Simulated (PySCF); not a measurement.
```xyz
7
charge 0 multiplicity 2, angstrom
I     0.0000    0.0000    0.0000
H     0.0000    0.0000    1.7965
H     0.0000    0.0000   -1.7965
H     1.7965    0.0000    0.0000
H     0.0000    1.7965    0.0000
H    -1.7965    0.0000    0.0000
H     0.0000   -1.7965    0.0000
```

All numbers come from PySCF, UPBE0, basis I def2-TZVP with ECP28, H def2-TZVP (scalar-relativistic core potentials, no spin–orbit coupling, density fitting).

This geometry of IH₆ is a stationary point at this level.

**Question.** What is the point group?

**Answer.** Oh.

**Question.** Is it a minimum?

**Answer.** Yes: all harmonic wavenumbers are real.

**Question.** Which band is strongest in the infrared?

**Answer.** 1358 cm⁻¹ (t1u), 4452 km/mol.

**Question.** What are the dipole moment and the gap between the highest occupied and lowest empty levels of either spin?

**Answer.** 0.00 D and 1.97 eV.

This need not be the most stable arrangement of these atoms. With an element this heavy the missing spin–orbit coupling can shift these numbers.
